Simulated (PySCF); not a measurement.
## Indium: a sound run and one with changed settings

Sound run: In [Kr] 4d10 5s2 5p1, In⁺ [Kr] 4d10 5s2. Calculation: PySCF 2.14, in def2-SVP with the def2 core potential (28 electrons); a scalar-relativistic core potential. In the sound run the correlated levels freeze 4s2 4p6 4d10 outside the core potential. The sound run starts from symmetry-adapted Hartree-Fock orbitals and uses a fine grid where one is needed.

A second run was set up differently.

```csv
species,method,sound run (hartree),changed run (hartree),converged
In,MP2,-189.23176,-189.27135,yes
In⁺,MP2,-189.03602,-189.07310,yes
```

Ionisation energy of In:

```
 method  sound run (eV)  changed run (eV)
    UHF           5.199             5.199
    MP2           5.326             5.395
SCS-MP2           5.309             5.347
```

(1) What was changed?
A. all electrons correlated in a valence basis
B. minimal basis
C. too few SCF iterations
D. a valence shell is frozen

## Answers

(1) A. A valence basis has no tight correlating functions, so it recovers only part of the core correlation, and not evenly between atom and ion.
